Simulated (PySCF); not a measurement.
C3H8OSi2. Atoms are numbered in the order given.

```xyz
14

C      2.9774    -0.4414     0.2951
O      1.7679     0.2867     0.2129
Si     0.2364    -0.3854     0.3943
C     -0.7178    -0.9444    -1.1467
C     -1.8584    -0.1907    -1.1105
Si    -1.6307     1.0352     0.3294
H      3.8006     0.2570     0.5537
H      3.2325    -0.9261    -0.6750
H      2.9421    -1.2370     1.0762
H      0.3442    -1.4756     1.4400
H     -0.5298    -1.7209    -1.9129
H     -2.6968    -0.3226    -1.8214
H     -2.7013     1.0346     1.3925
H     -1.4214     2.4594    -0.1161
```

Geometry optimised at PBE-D3(BJ)/def2-SVP. The structure was generated by enumeration; whether it is a known compound was not checked. Other conformers were not sampled.

Computed with PBE-D3(BJ)/def2-SVP in PySCF.

Frequencies are harmonic and unscaled.

```tsv
mode	ν (cm⁻¹)	IR (km/mol)	moving atoms (share of kinetic energy)
1	46	2.7	C 41 %, H 26 %, O 19 %, Si 13 %
2	102	1.0	H 33 %, C 31 %, Si 27 %, O 9 %
3	103	0.2	H 82 %, Si 8 %, C 8 %
4	158	1.9	H 30 %, O 27 %, C 25 %, Si 17 %
5	235	3.4	O 32 %, C 29 %, H 20 %, Si 20 %
6	282	5.4	H 40 %, C 33 %, O 16 %, Si 11 %
7	391	5.1	Si 32 %, H 31 %, C 26 %, O 11 %
8	433	3.6	Si 66 %, C 17 %, H 16 %
9	496	6.1	H 51 %, Si 34 %, C 14 %
10	568	4.5	H 90 %
11	630	56.3	H 80 %, C 13 %
12	656	5.0	H 40 %, C 36 %, Si 16 %
13	708	65.3	C 48 %, H 35 %, Si 16 %
14	734	113.7	H 66 %, C 18 %, Si 10 %
15	745	38.9	H 60 %, Si 24 %, C 16 %
16	760	21.1	Si 28 %, H 27 %, C 22 %, O 22 %
17	832	225.1	H 72 %, Si 19 %
18	914	102.5	H 93 %
19	985	0.5	H 77 %, C 23 %
20	1019	4.1	H 96 %
21	1111	241.8	O 38 %, C 34 %, H 27 %
22	1135	2.8	H 76 %, C 19 %
23	1167	112.0	H 52 %, C 24 %, O 24 %
24	1227	27.7	H 64 %, C 35 %
25	1415	2.5	H 96 %
26	1422	17.3	H 91 %, C 8 %
27	1429	2.8	H 94 %
28	1500	0.6	C 96 %
29	2102	130.7	H 97 %
30	2138	121.6	H 97 %
31	2151	96.0	H 96 %
32	2913	93.4	H 97 %
33	2986	40.5	H 90 %, C 10 %
34	3033	30.5	H 91 %, C 9 %
35	3049	8.3	H 92 %
36	3071	24.5	H 91 %, C 9 %
```
